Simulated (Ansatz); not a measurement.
Born–Oppenheimer molecular dynamics of AlFH$_{4}$O$_{2}$Si (9 atoms, charge 0, multiplicity 1). It starts from a relaxed structure.

The calculation used RKS PBE0/STO-3G in Ansatz 0.2.0.

| Item | Value |
| --- | --- |
| ensemble | NVT, Langevin thermostat |
| time step | 0.5 fs |
| steps asked | 300 |
| set temperature | 400 K |
| friction | 0.005 /fs |
| seed | 124790 |

First frame:

```xyz
9
Properties=species:S:1:pos:R:3
Al -0.010 -0.009 -0.051
O -0.222 -0.068 1.636
H -1.098 -0.557 1.792
F 1.350 0.682 -0.611
O -1.083 -0.621 -1.199
Si -2.573 -1.265 -0.756
H -2.462 -2.292 0.265
H -3.476 -0.254 -0.238
H -3.177 -1.856 -1.928
```

Question: How far do the bonds stretch over the last three quarters of this one trajectory? (Pairs bonded in most of those frames.)

Answer: 
| bond | mean (Å) | spread (Å) | shortest | longest |
| --- | --- | --- | --- | --- |
| Al1–O2 | 1.708 | 0.035 | 1.63 | 1.77 |
| Al1–F4 | 1.631 | 0.031 | 1.56 | 1.69 |
| Al1–O5 | 1.690 | 0.039 | 1.64 | 1.78 |
| O2–H3 | 1.017 | 0.018 | 0.99 | 1.05 |
| O5–Si6 | 1.695 | 0.032 | 1.62 | 1.75 |
| Si6–H7 | 1.454 | 0.021 | 1.41 | 1.49 |
| Si6–H8 | 1.453 | 0.013 | 1.43 | 1.48 |
| Si6–H9 | 1.445 | 0.025 | 1.40 | 1.49 |

Mean temperature of the second half: 384 K. A run of 0.15 ps of so small a system gives no equilibrium averages. Limits of this set-up: minimal basis.

Run time: 8.4 min on 1 thread of Arm Neoverse V2, on a shared host, peak memory 0.1 GiB.
